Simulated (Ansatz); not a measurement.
Ideal-gas functions of ClFH$_{2}$HfOS (`[OH][Hf]([F])([SH])[Cl]`) at 800 K and 1 bar, from an Ansatz frequency run at PBE0-D4/def2-TZVP.

Molar mass 283.02 g/mol, point group C1 (symmetry number 1), electronic degeneracy 1, moments of inertia 251.09, 360.966, 425.479 u Å². Harmonic wavenumbers (cm⁻¹, unscaled): 88, 98, 117, 146, 157, 171, 224, 295, 354, 377, 511, 650, 729, 2696, 4005.

Use S(trans) = R[1.5 ln M + 2.5 ln T − 1.1517]; rotational temperatures θ = 24.2544 K / I; S(rot) = R[ln(√π/σ · √(T³/θAθBθC)) + 1.5]; for each mode x = 1.438777 ν̃/T, S = R[x/(eˣ − 1) − ln(1 − e⁻ˣ)] and H = RT x/(eˣ − 1); 1 cm⁻¹ = 0.0119627 kJ/mol; R = 8.31446 J/(mol·K).

Task: By hand: the entropy, in J/(mol·K).

Result: Translation 199.8. Rotation: θ = 0.0966, 0.0672, 0.057 K, giving 133.4. Vibration, mode by mode: 23.65, 22.76, 21.29, 19.46, 18.86, 18.15, 15.93, 13.68, 12.21, 11.70, 9.30, 7.47, 6.63, 0.38, 0.05, in all 201.5. Electronic 0.0. Sum 534.7 J/(mol·K).

Task: By hand: H − E and G − E in kJ/mol, counted from the electronic energy.

Result: Zero-point energy ½ × 10618 × 0.0119627 = 63.5; thermal vibration 66.4; translation, rotation and pV give 4 RT = 26.6. H − E = 156.5 kJ/mol, and G − E = 156.5 − 800 × 534.7/1000 = -271.3 kJ/mol.

Vibration gives 38 % of the entropy, 87.2 J/(mol·K) of it from the modes under 150 cm⁻¹: soft modes count most, and the harmonic formula is weakest for them. The sum counts one conformer and one mirror image; others add a mixing term.
